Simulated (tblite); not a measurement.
Species: C5H8O3 (charge +1 and doublet state).
Structure used (GFN2-xTB), in Å, numbered top down from 1:
```xyz
16
C5H8O3 angstrom
C     -2.135    0.433   -0.068
C     -1.008   -0.491    0.276
C      0.308   -0.148   -0.529
C      1.534   -0.960   -0.101
O      2.369   -0.019    0.499
C      1.870    1.227    0.381
O      2.315    2.216    0.825
O      0.702    1.160   -0.351
H     -1.856    1.479    0.037
H     -2.976    0.223    0.610
H     -2.556    0.253   -1.060
H     -1.265   -1.535    0.093
H     -0.729   -0.362    1.329
H      0.024   -0.284   -1.585
H      1.335   -1.781    0.600
H      2.059   -1.400   -0.968
```

Computed with GFN2-xTB (tblite): harmonic, unscaled wavenumbers at the GFN2-xTB geometry, gas phase. Errors from tens to a few hundred cm⁻¹ against measured bands are possible. One conformer, not necessarily the lowest. Open shells enter through the occupations alone, without spin polarisation, and single modes of such species can be off by tens of per cent.

Harmonic wavenumbers (cm⁻¹): 75.7, 95.5, 145.9, 209.9, 243.4, 342.0, 434.4, 489.9, 607.6, 689.9, 702.8, 739.7, 791.1, 823.0, 853.5, 890.3, 919.7, 951.2, 994.6, 1044.5, 1064.8, 1082.9, 1088.8, 1137.2, 1165.5, 1171.5, 1197.3, 1228.0, 1269.8, 1321.6, 1371.2, 1397.7, 1421.2, 1771.9, 2815.1, 2837.9, 2875.0, 2909.4, 2923.0, 2975.4, 3006.1, 3053.9.

A = 3931, B = 1547, C = 1223 MHz; mass 116.047 u (most abundant isotopes); point group C1, symmetry number 1; spin multiplicity 2.

Q: Zero-point energy?

A: Half the sum of the wavenumbers: 26565 cm⁻¹ = 317.79 kJ/mol.

Q: Give the ideal-gas entropy at 298.15 K and 1 bar in the rigid-rotor, harmonic-oscillator model (classical rotation).

A: Translation 168.15, rotation 117.82, vibration 82.93, spin (R ln 2) 5.76: S = 374.7 J/(mol K).

Q: And Cp and H(298.15 K) − H(0)?

A: Cp = 132.64 J/(mol K), of which vibrations give 99.38 (their classical limit is 42 R = 349.2); H(298.15 K) − H(0) = 23.66 kJ/mol without the zero-point energy, 13.74 from vibrations.

Q: How do the functions run with temperature in this model?

A: 
```csv
T (K),S (J/(mol K)),Cp (J/(mol K)),H − H(0) (kJ/mol),G − H(0) (kJ/mol),ln q(vib)
50,238.6,46.9,1.89,-10.04,0.20
100,276.7,63.8,4.68,-22.98,0.92
373.15,407.6,162.0,34.72,-117.39,5.85
500,461.1,203.9,58.05,-172.52,8.34
750,555.3,259.6,116.59,-299.91,13.32
1000,635.1,294.2,186.13,-448.99,18.07
```

q(vib) and H(0) count from the zero-point level.

Q: Which modes carry the vibrational entropy at 298.15 K?

A: 75.7 cm⁻¹: 16.73; 95.5 cm⁻¹: 14.83; 145.9 cm⁻¹: 11.40; 209.9 cm⁻¹: 8.55; 243.4 cm⁻¹: 7.44; 342.0 cm⁻¹: 5.03 J/(mol K); the other 36 give 18.94 together.

Q: Blend soft modes into free rotors: weight 1/[1 + (100 cm⁻¹/ν̃)⁴] for the oscillator and the rest for a rotor with moment μB/(μ + B), μ = h/(8π²ν), B = 10⁻⁴⁴ kg m². What vibrational entropy results?

A: 78.61 J/(mol K) in place of 82.93, which changes −T·S at 298.15 K by +1.29 kJ/mol.

Q: What must be added to the electronic energy to get the Gibbs energy at 298.15 K and 1 bar?

A: ZPE + [H(298.15 K) − H(0)] − T·S = 317.79 + 23.66 − 111.71 = 229.74 kJ/mol.

Hindered rotation and anharmonicity are outside this model. Other conformers, if any are populated, would add a mixing term that is left out. The structure is chiral; the term R ln 2 for an equal mix with its mirror image is left out.
